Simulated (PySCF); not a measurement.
Al(OH)(NH2)2 (AlH5N2O), SMILES [NH2][Al]([NH2])[OH]. Atoms are numbered in the order given.

```xyz
9

Al     0.0000     0.0000     0.0289
O      0.0000     0.0000     1.6994
H      0.0000     0.0000     2.6468
N      0.0000     1.5348    -0.8600
H      0.0000     2.4488    -0.4199
H      0.0000     1.6363    -1.8692
N      0.0000    -1.5348    -0.8600
H      0.0000    -1.6363    -1.8692
H      0.0000    -2.4488    -0.4199
```
Charge 0, spin multiplicity 1.

The structure is a stationary point at B3LYP-D3(BJ)/def2-SVP. The geometry has at least one imaginary mode, so it is a saddle point at that level. Other conformers were not sampled.

Calculation: PBE0/def2-TZVP in PySCF.

Isolated molecule, no solvent.

```json
{
 "total_energy": "-430.06466 hartree",
 "point_group": "C2v",
 "highest_occupied_level": "-6.72 eV",
 "lowest_empty_level": "0.19 eV",
 "orbital_gap": "6.91 eV",
 "dipole_moment": "0.02 D",
 "quadrupole, principal values (traceless, Buckingham form, about the centre of nuclear charge)": "-7.70, 1.12, 6.58 D·Å",
 "mean_static_polarisability": "40.9 bohr³ (6.06 Å³)",
 "polarisability_principal_values": "35.8, 42.2, 44.7 bohr³"
}
```
